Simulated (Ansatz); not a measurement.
`[F][GeH2][SiH3]` + `N[SiH2]S` → `[NH2][GeH]([F])[SiH3]` + `[SiH3]S`  (redistribution)

Computed with Ansatz on PBE0-D4/def2-TZVP structures; ΔE is electronic, products minus reactants. CCSD(T)/CBS is the MP2 limit (def2-TZVPP, def2-QZVPP) plus CCSD(T) − MP2 in def2-TZVPP, frozen cores. Functionals use def2-TZVPP. For Ge outer-core shells are correlated without core-valence functions, which leaves a few kJ/mol of doubt a bond. Scalar relativity is left out up to krypton. Each species was taken in one conformer, which may not be the lowest.

`[F][GeH2][SiH3]`:

```xyz
8

F     1.141   -1.967   -0.458
Ge    0.528   -0.401   -0.948
Si   -0.586    0.516    0.950
H     1.763    0.397   -1.404
H    -0.394   -0.681   -2.148
H    -1.705   -0.374    1.350
H    -1.122    1.854    0.585
H     0.376    0.657    2.072
```

`N[SiH2]S`:

```xyz
8

N     0.508   -1.315   -0.241
Si    0.059    0.328   -0.321
S    -0.641    1.048    1.581
H     1.474   -1.574   -0.136
H    -0.114   -2.023    0.113
H    -1.054    0.563   -1.275
H     1.276    1.052   -0.765
H    -1.509    1.921    1.044
```

`[NH2][GeH]([F])[SiH3]`:

Z-matrix (Å, degrees):
```
Ge
F 1 1.761
Si 1 2.383 2 105.5
N 1 1.818 2 110.7 3 -119.2
H 1 1.537 2 104.3 3 125.6
H 3 1.484 1 109.6 2 48.5
H 3 1.486 1 108.7 2 -71.5
H 3 1.486 1 109.6 2 169.0
H 4 1.010 1 116.2 2 -67.1
H 4 1.009 1 116.2 2 64.2
```

`[SiH3]S`:

Cartesian coordinates in Å:
```
Si 0.270 -0.424 0.161
S -0.335 1.626 0.131
H -0.866 -1.325 0.482
H 1.295 -0.501 1.229
H 0.858 -0.840 -1.137
H -1.222 1.465 -0.866
```

```csv
level,ΔE (kJ/mol)
r2SCAN-D4,32.0
PBE0,31.6
MP2/def2-QZVPP,29.5
SCS-MP2/def2-QZVPP,29.1
```

What does CCSD(T)/CBS give? (An estimate is asked.)

The calculation gave: +29.7 kJ/mol. The listed levels differ from it by 2.3, 1.9, -0.2, -0.6 kJ/mol.

Largest T1 diagnostic among the species: 0.012.

In def2-TZVPP, CCSD(T) changes the Hartree–Fock value by −6.8 kJ/mol (the triples alone add −1.4 kJ/mol) and MP2 by −6.1 kJ/mol.
